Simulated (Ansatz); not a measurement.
Geometry optimisation, Ansatz, RHF/6-31G.

The input (input.yaml):

```yaml
crystal:
  periodic: [false, false, false]
  atoms:
    - { symbol: C, position_ang: [-1.5082, -0.3047, 1.2786] }
    - { symbol: C, position_ang: [-0.456, -0.5715, 0.5819] }
    - { symbol: Al, position_ang: [1.0326, -1.4725, 1.4486] }
    - { symbol: Si, position_ang: [-0.1961, -0.0676, -1.1924] }
    - { symbol: C, position_ang: [0.5866, 1.5706, -1.3017] }
    - { symbol: H, position_ang: [-1.6541, -0.5091, 2.3137] }
    - { symbol: H, position_ang: [-2.3533, 0.2646, 0.793] }
    - { symbol: H, position_ang: [0.92459, -1.95078, 3.02389] }
    - { symbol: H, position_ang: [2.38968, -1.86605, 0.6057] }
    - { symbol: H, position_ang: [0.5357, -1.0824, -1.8763] }
    - { symbol: H, position_ang: [-1.6059, 0.0183, -1.7967] }
    - { symbol: H, position_ang: [1.6056, 1.5114, -0.7963] }
    - { symbol: H, position_ang: [0.6469, 1.9021, -2.3625] }
    - { symbol: H, position_ang: [-0.0467, 2.3486, -0.7302] }
basis:
  gaussian: { orbitals: "6-31G" }
hamiltonian:
  xc: hf
relax:
  f_tol: 0.015
  max_steps: 40
```

Command:

```bash
$ ansatz run input.yaml --threads 1 --pin off --max-ram 2048MiB --backend cpu --events-out ev --progress --plain --runs-dir out
```

**Question.** Where does it end, and by what steps?

**Answer.** The run converged. The force dipped under the threshold on the way, but the program's further checks kept it going. Limits of this set-up: no polarisation functions. After 10 steps the energy has fallen by 0.642 eV; H9 moved furthest, 0.62 Å.

| step | energy less start (eV) | largest force component (eV/Å) | accepted |
| --- | --- | --- | --- |
| 0 | 0.0000 | 3.996 | yes |
| 1 | -0.4106 | 2.389 | yes |
| 2 | -0.4987 | 1.244 | yes |
| 3 | -0.6169 | 0.254 | yes |
| 4 | -0.6280 | 0.168 | yes |
| 5 | -0.6351 | 0.221 | yes |
| 6 | -0.6410 | 0.044 | yes |
| 7 | -0.6414 | 0.014 | yes |
| 8 | -0.6416 | 0.016 | yes |
| 9 | -0.6417 | 0.025 | yes |
| 10 | -0.6417 | 0.011 | yes |

```xyz
14
Properties=species:S:1:pos:R:3
C -1.650 -0.563 1.277
C -0.482 -0.580 0.617
Al 1.098 -1.280 1.558
Si -0.402 0.050 -1.177
C 0.803 1.527 -1.376
H -1.754 -0.909 2.294
H -2.569 -0.205 0.838
H 0.912 -1.806 3.061
H 2.534 -1.318 0.850
H 0.054 -1.057 -2.082
H -1.777 0.462 -1.613
H 1.812 1.247 -1.091
H 0.828 1.861 -2.408
H 0.494 2.363 -0.758
```

Whether the end is a true minimum wasn't checked by a vibrational analysis.

Time of the run: 29 s on 1 thread of Arm Neoverse V1, with other jobs on the host, peak memory 0.15 GiB.
